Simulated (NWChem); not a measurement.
# Basis-set convergence for H2OPbS

```xyz
5

Pb     0.3134    -0.2945     0.0000
O      1.2844     1.6049     0.0000
H      0.6374     2.3386     0.0000
S     -2.1233     0.6019     0.0000
H     -2.6342    -0.6627     0.0000
```
Charge 0, spin multiplicity 1.

Everything below was run with NWChem. The geometry was optimised at PBE/def2-SVP with def2 effective core potentials on Pb, a minimum by its harmonic frequencies. It is one conformer; others weren't searched.

Quantity: LUMO energy at the level PBE0.

Effective core potentials replace the inner electrons of Pb; spin-orbit coupling is left out. The structure started from a generated list of species.

Relative cost: rough, from shared machines, SCF included, def2-SVP = 1.

| basis | functions | LUMO energy (eV) | relative cost |
|---|---|---|---|
| def2-SVP | 68 | … | 1 |
| def2-SVPD | 98 | … | under 3 |
| def2-TZVP | 130 | -2.44 | 5 |
| def2-TZVPP | 151 | -2.44 | 6 |
| def2-TZVPD | 160 | … | 8 |

Question: Complete the blanks.

Answer: 
- def2-SVP, LUMO energy (eV): -2.28
- def2-SVPD, LUMO energy (eV): -2.52
- def2-TZVPD, LUMO energy (eV): -2.50
